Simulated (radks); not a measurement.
The numbers below are computed, except where a source is named.
Problem. Nd13+, configuration [Kr] 4d10 5s1. Code: a radial shooting solver on a logarithmic mesh with Libxc functionals. Model: scalar-relativistic Kohn-Sham, exchange-only PBE, spin-polarised, spherical densities, point nucleus; open shells are filled with parallel spins first (spin-orbit coupling, left out, can overturn this in heavy ions). Some entries of the table are withheld. Estimate them.

| orbital | occ. | eigenvalue (eV) | <1/r> (bohr^-1) |
|---|---|---|---|
| 1s up | 1 | -43654.05 | 66.06 |
| 1s down | 1 | -43653.90 | 66.06 |
| 2s up | 1 | -7269.069 | 15.26 |
| 2s down | 1 | -7268.973 | 15.26 |
| 2p up | 3 | -6524.166 | 14.39 |
| 2p down | 3 | -6524.068 | 14.39 |
| 3s up | 1 | -1773.121 | 5.565 |
| 3s down | 1 | -1772.982 | 5.565 |
| 3p up | 3 | -1538.228 | 5.258 |
| 3p down | 3 | -1538.086 | 5.259 |
| 3d up | 5 | -1212.447 | 4.989 |
| 3d down | 5 | -1212.316 | 4.989 |
| 4s up | 1 | (1) | 2.374 |
| 4s down | 1 | (2) | 2.375 |
| 4p up | 3 | -463.4109 | 2.204 |
| 4p down | 3 | -462.9934 | 2.206 |
| 4d up | 5 | -351.1447 | 1.971 |
| 4d down | 5 | -350.5995 | 1.975 |
| 5s up | 1 | -235.3506 | (3) |
| 5s down | 0 | -233.3350 | (4) |

Solution. 
(1) 4s up eigenvalue (eV): -542.0599
(2) 4s down eigenvalue (eV): -541.6978
(3) 5s up <1/r> (bohr^-1): 1.127
(4) 5s down <1/r> (bohr^-1): 1.130
